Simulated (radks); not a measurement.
Species: Sn29+. Configuration: [Ne] 3s2 3p5.5 3d3 4p0.5 (fractional occupations, a model configuration).

Method: scalar-relativistic Kohn-Sham, B86b exchange with PBE correlation, spin-polarised, spherical densities, finite nucleus; open shells are filled with parallel spins first (spin-orbit coupling, left out, can overturn this in heavy ions); Fermi nuclear charge, rms radius 4.6519 fm; computed with a radial shooting solver on a logarithmic mesh with Libxc functionals.

Energy parts (eV):
| part | energy |
|---|---|
| total | -152322.277 |
| kinetic | 159694.967 |
| electron-nucleus | -338815.735 |
| Hartree | 30062.781 |
| exchange-correlation | -3264.290 |

Orbitals (lengths in bohr, moments of r in powers of bohr; r(90%) holds 90 % of the orbital's charge):
| orbital | occ. | eigenvalue (eV) | <r^2> | r(90%) | <r^4> |
|---|---|---|---|---|---|
| 1s up | 1 | -30371.05 | 0.001143 | 0.0522 | 3.405e-06 |
| 1s down | 1 | -30369.72 | 0.001143 | 0.0522 | 3.404e-06 |
| 2s up | 1 | -5710.526 | 0.01831 | 0.192 | 0.0005712 |
| 2s down | 1 | -5699.919 | 0.01826 | 0.192 | 0.0005685 |
| 2p up | 3 | -5270.063 | 0.01442 | 0.177 | 0.0004081 |
| 2p down | 3 | -5261.468 | 0.01438 | 0.176 | 0.0004055 |
| 3s up | 1 | -1985.863 | 0.1132 | 0.459 | 0.01890 |
| 3s down | 1 | -1971.677 | 0.1137 | 0.460 | 0.01909 |
| 3p up | 3 | -1844.128 | 0.1097 | 0.458 | 0.01842 |
| 3p down | 2.5 | -1829.437 | 0.1103 | 0.459 | 0.01864 |
| 3d up | 3 | -1652.293 | 0.08851 | 0.424 | 0.01329 |
| 3d down | 0 | -1635.307 | 0.08919 | 0.426 | 0.01352 |
| 4p up | 0.5 | -925.0412 | 0.4395 | 0.886 | 0.2693 |
| 4p down | 0 | -917.2193 | 0.4408 | 0.888 | 0.2710 |

The highest occupied level is 4p up at -925.04 eV. The configuration is held as typed, so some empty levels lie below it. The density falls to 0.001 e/bohr^3 at r = 1.24 bohr. The electron density at the nucleus is 1.968e+05 e/bohr^3 (large components only). The spin density at the nucleus is -11.19 e/bohr^3 (1s -5.79, 2s -27.08, 3s 21.68). Spin moment in Bohr magnetons: 4. Summed over all electrons, <r^2> = 1.442 bohr^2, which gives a Langevin (diamagnetic) susceptibility term of -1.14 x 10^-6 cm^3/mol.
